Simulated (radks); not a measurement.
The numbers below are computed, except where a source is named.
Problem. Ionisation of neutral tin, [Kr] 4d10 5s2 5p2, to Sn+, [Kr] 4d10 5s2 5p1, under several functionals. Non-relativistic Kohn-Sham, spin-unpolarised, spherical densities, point nucleus; a radial shooting solver on a logarithmic mesh with Libxc functionals. The NIST Atomic Spectra Database gives 7.344 eV (measured). Rank these functionals by the error of their Delta-SCF ionisation energy: Wu-Cohen GGA; AM05; revTPSS; revPBE; OLYP; TPSS; exchange-only r2SCAN; LDA (Slater exchange, Perdew-Wang correlation).

Solution. From best to worst: LDA (Slater exchange, Perdew-Wang correlation) 7.141 eV (-0.203); Wu-Cohen GGA 6.968 eV (-0.376); revTPSS 6.919 eV (-0.425); TPSS 6.906 eV (-0.437); AM05 6.904 eV (-0.440); revPBE 6.874 eV (-0.470); OLYP 6.673 eV (-0.671); exchange-only r2SCAN 6.166 eV (-1.178). Relativity is left out here, which matters for elements this heavy. Spin polarisation and multiplet splitting are left out, so open shells lie too high by an amount that depends on their filling.

Beside tabulated values, note that spin-unpolarised runs miss the spin-polarisation part of the exchange energy of open shells.
